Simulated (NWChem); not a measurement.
Species: CHOS cation; SMILES [OH+]=C=S

All runs: NWChem. Pople sets run with spherical d functions. Coordinates come from a PBE0-D3(BJ)/def2-TZVP optimisation. Level: PBE/6-31G* with SMD (1 M gas to 1 M solution), gas-phase geometry. Reactions with the solvent are ignored.

```
solvent          dielectric constant  solvation free energy (kcal/mol)  cavity-dispersion-structure term (kcal/mol)
---------------  -------------------  --------------------------------  -------------------------------------------
water                           78.4                             -68.3                                          3.6
chloroform                      4.71                                 ?                                          0.3
diethyl ether                   4.24                             -47.4                                         -0.6
1,4-dioxane                     2.21                             -33.4                                          0.1
ethylene glycol                 40.2                             -67.1                                          3.9
1-octanol                       9.86                             -62.7                                          1.8
n-hexane                        1.88                             -29.1                                         -0.5
```

### Question
Fill in the missing entries.

### Answer

- chloroform, solvation free energy (kcal/mol): -52.2
